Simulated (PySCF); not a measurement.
Zr(Cl)2(SH)2 (Cl2H2S2Zr), SMILES [SH][Zr]([SH])([Cl])[Cl], multiplicity 1.

Geometry: r2SCAN-D4/def2-SVP. The multiplicity is an assumed one; other spin states were not compared. The def2 effective core potentials stand for the cores of Zr; spin–orbit coupling is left out. Other conformers were not sampled.

All values below come from TDA-PBE/def2-SVPD in PySCF.

Vertical excitations. Isolated molecule, no solvent.

Computed UV-visible absorptions:
| state | energy (eV) | λ (nm) | f | main pairs |
|---|---|---|---|---|
| S1 | 3.55 | 349 | 0.004 | HOMO→LUMO 81 %, HOMO→LUMO+1 17 % |
| S2 | 3.72 | 333 | 0.012 | HOMO→LUMO+1 76 %, HOMO→LUMO 13 % |
| S3 | 3.84 | 323 | 0.004 | HOMO−1→LUMO 71 %, HOMO−1→LUMO+1 25 % |
| S4 | 4.30 | 288 | 0.037 | HOMO−1→LUMO+1 55 %, HOMO−1→LUMO 17 % |
| S5 | 4.40 | 282 | 0.001 | HOMO→LUMO+2 81 % |
| S6 | 4.51 | 275 | 0.004 | HOMO−2→LUMO 86 % |
| S7 | 4.61 | 269 | 0.001 | HOMO−2→LUMO+1 89 % |
| S8 | 4.72 | 263 | 0.001 | HOMO−1→LUMO+2 51 %, HOMO→LUMO+4 17 %, HOMO−3→LUMO 16 % |
| S9 | 4.75 | 261 | 0.003 | HOMO→LUMO+4 63 %, HOMO−1→LUMO+2 27 % |
| S10 | 4.76 | 260 | 0.002 | HOMO−3→LUMO 56 %, HOMO→LUMO+4 12 %, HOMO−1→LUMO+3 12 % |
| T1 | 3.35 | 370 | 0 | HOMO→LUMO 91 % |
| T2 | 3.48 | 357 | 0 | HOMO→LUMO+1 88 % |
| T3 | 3.53 | 351 | 0 | HOMO−1→LUMO 56 %, HOMO−1→LUMO+1 36 % |
| T4 | 3.72 | 333 | 0 | HOMO−1→LUMO+1 60 %, HOMO−1→LUMO 39 % |
Triplets are in the Tamm–Dancoff approximation.
